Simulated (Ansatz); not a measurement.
Consider the cleavage of the Si–Si bond: `C[SiH](Cl)[SiH2]O` + HCl → `C[SiH](Cl)Cl` + `O[SiH3]`.

Gas-phase electronic energies from Ansatz, PBE0-D4/def2-TZVP geometries. CCSD(T)/CBS is the MP2 limit (def2-TZVPP, def2-QZVPP) plus CCSD(T) − MP2 in def2-TZVPP, frozen cores. This one scheme is used for every species. DFT in def2-TZVPP. Each species was taken in one conformer, which may not be the lowest.

```tsv
level	ΔE (kJ/mol)
ωB97X-V	-109.3
PBE0	-103.4
MP2/def2-QZVPP	-120.5
HF/CBS(def2)	-131.2
```

(1) What does CCSD(T)/CBS give? (Best estimate.)

Largest T1 diagnostic among the species: 0.011.

Answers

(1) The calculation gave: -110.5 kJ/mol. The listed levels differ from it by 1.2, 7.1, -10.0, -20.7 kJ/mol.

In def2-TZVPP, CCSD(T) changes the Hartree–Fock value by +21.4 kJ/mol (the triples alone add +2.2 kJ/mol) and MP2 by +11.0 kJ/mol. The D4 term adds +6.1 kJ/mol with B3LYP and +3.8 kJ/mol with PBE0; it sums over pairs of atoms, weighted by their polarisabilities, and B3LYP, whose exchange is more repulsive, gets the larger term.

B3LYP here is the variant with VWN-RPA as its local correlation; programs differ in this.
